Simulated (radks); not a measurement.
Results of a calculation; reference values are marked as such.
Ta, configuration [Xe] 4f14 5d2.5 6s2 6d0.5 (fractional occupations, a model configuration). Level of theory: scalar-relativistic Kohn-Sham, exchange-only LDA, spin-polarised, spherical densities, point nucleus; open shells are filled with parallel spins first (spin-orbit coupling, left out, can overturn this in heavy ions) (a radial shooting solver on a logarithmic mesh with Libxc functionals).

Local quantities along the radius. ELF = 1/(1 + alpha^2) is the electron localisation function; alpha = (tau - tau_W)/tau_unif compares the Pauli kinetic energy density with that of the uniform gas (summed over spins); r v_xc is r times the local exchange-correlation potential of spin up (hartree bohr); -r V(r) is the screened charge that the Kohn-Sham potential of spin up presents (atomic units); s = |grad rho|/(2 (3 pi^2)^(1/3) rho^(4/3)) is the reduced gradient. tau is taken from the large components.

r (bohr),ELF,alpha,r v_xc,-r V(r),s
0.001404,0.999,0.02512,-0.1090,72.37,0.7521
0.002013,0.999,0.02863,-0.1461,72.09,0.6588
0.002885,0.999,0.03503,-0.1934,71.70,0.6035
0.004102,0.998,0.04672,-0.2498,71.15,0.5804
0.00588,0.995,0.07099,-0.3164,70.36,0.5867
0.008428,0.984,0.1271,-0.3865,69.28,0.6239
0.01198,0.931,0.2719,-0.4491,67.84,0.6857
0.01718,0.681,0.6849,-0.4986,65.88,0.7258
0.02462,0.350,1.362,-0.5486,63.31,0.5729
0.03501,0.443,1.122,-0.6480,60.08,0.3095
0.05018,0.720,0.6232,-0.7920,55.92,0.3236
0.07192,0.636,0.7564,-0.8799,50.85,0.4712
0.1023,0.344,1.381,-0.9277,45.02,0.3557
0.1466,0.633,0.7622,-1.101,38.29,0.2334
0.2101,0.636,0.7564,-1.163,31.11,0.4847
0.2987,0.269,1.649,-1.117,23.99,0.3002
0.4282,0.687,0.6743,-1.337,16.93,0.2406
0.6137,0.567,0.8734,-1.297,11.06,0.5227
0.8727,0.353,1.352,-1.126,7.045,0.5343
1.251,0.566,0.8760,-1.069,4.352,0.6176
1.793,0.361,1.332,-0.9294,2.691,0.9268
2.549,0.294,1.550,-0.8013,1.745,0.9102
3.654,0.531,0.9395,-0.6516,1.159,1.365
5.237,0.212,1.925,-0.4123,0.7466,3.061
7.447,0.001,27.66,-0.2602,0.5064,3.726
10.67,0.013,8.737,-0.3450,0.4977,0.1276
15.3,0.034,5.314,-0.4367,0.4991,1.000
21.75,0.024,6.418,-0.3973,0.4095,2.866
31.18,0.002,21.38,-0.2177,0.2184,9.655

On this mesh the ELF has minima near r = 0.029, 0.10, 0.30, 0.87, 2.1 bohr, which separate the shells, and maxima near 0.060 (0.74), 0.17 (0.73), 0.51 (0.70), 1.3 (0.57), 3.7 (0.53).
